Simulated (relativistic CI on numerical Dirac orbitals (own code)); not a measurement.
## Radial parameters of Ir65+

Calculated at this level of theory: Dirac-Coulomb-Breit CI, separate exchange-only KLI orbitals for each configuration, a model potential for QED, unscaled Slater integrals (own radial code, finite nucleus).

Slater integrals F^k, G^k are unscaled and averaged over j, outside the closed core [Ne]; ζ comes from projecting the Hamiltonian with its Breit term on Σ l·s of the shell.

- 3s3p: G^1(3s,3p) = 724900, ζ(3p) = 2.4e+06 cm⁻¹; <r>(3s) = 0.1737, <r^2>(3s) = 0.03452, <r>(3p) = 0.1704, <r^2>(3p) = 0.03368 (bohr units).
- 3p²: F^2(3p,3p) = 570160, ζ(3p) = 2.3999e+06 cm⁻¹; <r>(3p) = 0.1705, <r^2>(3p) = 0.03372 (bohr units).
- 3s3d: G^2(3s,3d) = 454990, ζ(3d) = 323680 cm⁻¹; <r>(3s) = 0.1737, <r^2>(3s) = 0.03455, <r>(3d) = 0.1508, <r^2>(3d) = 0.02618 (bohr units).

Averages of the first 10 configurations, taken without configuration mixing, which lowers the lowest level and can move excited configurations by several eV; other configurations of the list can lie among them:

```json
{"Configuration": "3s²", "Parity": "even", "States": "1", "Average energy above the lowest level (eV)": "4.2"}
{"Configuration": "3s3p", "Parity": "odd", "States": "12", "Average energy above the lowest level (eV)": "461.5"}
{"Configuration": "3p²", "Parity": "even", "States": "15", "Average energy above the lowest level (eV)": "943.9"}
{"Configuration": "3s3d", "Parity": "even", "States": "20", "Average energy above the lowest level (eV)": "885.7"}
{"Configuration": "3d²", "Parity": "even", "States": "45", "Average energy above the lowest level (eV)": "1780.5"}
{"Configuration": "3p3d", "Parity": "odd", "States": "60", "Average energy above the lowest level (eV)": "1357.3"}
{"Configuration": "3p4s", "Parity": "odd", "States": "12", "Average energy above the lowest level (eV)": "4009.4"}
{"Configuration": "3d4s", "Parity": "even", "States": "20", "Average energy above the lowest level (eV)": "4420.1"}
{"Configuration": "3s4s", "Parity": "even", "States": "4", "Average energy above the lowest level (eV)": "3535.3"}
{"Configuration": "3s4p", "Parity": "odd", "States": "12", "Average energy above the lowest level (eV)": "3731.6"}
```
